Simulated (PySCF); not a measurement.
From a computed spectrum to the compound

A species of 9 atoms with charge -1 has these harmonic modes (PBE0, small Gaussian bases with core potentials, PySCF 2.14.0):

```json
{"cm⁻¹": "86", "km/mol": "1.2", "symmetry": "a"}
{"cm⁻¹": "154", "km/mol": "11.4", "symmetry": "b"}
{"cm⁻¹": "182", "km/mol": "15.9", "symmetry": "a"}
{"cm⁻¹": "186", "km/mol": "52.3", "symmetry": "b"}
{"cm⁻¹": "214", "km/mol": "15.6", "symmetry": "a"}
{"cm⁻¹": "416", "km/mol": "11.6", "symmetry": "a"}
{"cm⁻¹": "422", "km/mol": "110.8", "symmetry": "b"}
{"cm⁻¹": "438", "km/mol": "157.4", "symmetry": "b"}
{"cm⁻¹": "441", "km/mol": "0.6", "symmetry": "a"}
{"cm⁻¹": "509", "km/mol": "151.2", "symmetry": "b"}
{"cm⁻¹": "531", "km/mol": "31.9", "symmetry": "a"}
{"cm⁻¹": "628", "km/mol": "3.8", "symmetry": "b"}
{"cm⁻¹": "653", "km/mol": "152.8", "symmetry": "a"}
{"cm⁻¹": "800", "km/mol": "164.0", "symmetry": "b"}
{"cm⁻¹": "815", "km/mol": "4.5", "symmetry": "a"}
{"cm⁻¹": "984", "km/mol": "45.4", "symmetry": "a"}
{"cm⁻¹": "998", "km/mol": "151.3", "symmetry": "b"}
{"cm⁻¹": "3742", "km/mol": "67.3", "symmetry": "b"}
{"cm⁻¹": "3742", "km/mol": "7.0", "symmetry": "a"}
{"cm⁻¹": "3829", "km/mol": "9.0", "symmetry": "a"}
{"cm⁻¹": "3829", "km/mol": "10.5", "symmetry": "b"}
```

(1) Which species is it, and in which structure?

Answers

(1) [Bi(OH)4]− (singlet):
```xyz
9

Bi    0.0000    0.0000    0.2456
O     1.2170    1.7413   -0.4190
H     1.7397    1.3005   -1.1036
O    -1.2170   -1.7413   -0.4190
H    -1.7397   -1.3005   -1.1036
O     1.3695   -1.0266   -1.0355
H     0.7377   -1.7261   -1.2749
O    -1.3695    1.0266   -1.0355
H    -0.7377    1.7261   -1.2749
```
Ideal gas at 298.15 K and 1 bar: S = 367.6 J/(mol K), Cp = 122.7 J/(mol K), H − H(0 K) = 23.5 kJ/mol (rigid rotor, harmonic modes, spin degeneracy alone). 
 This is one of several that fit.
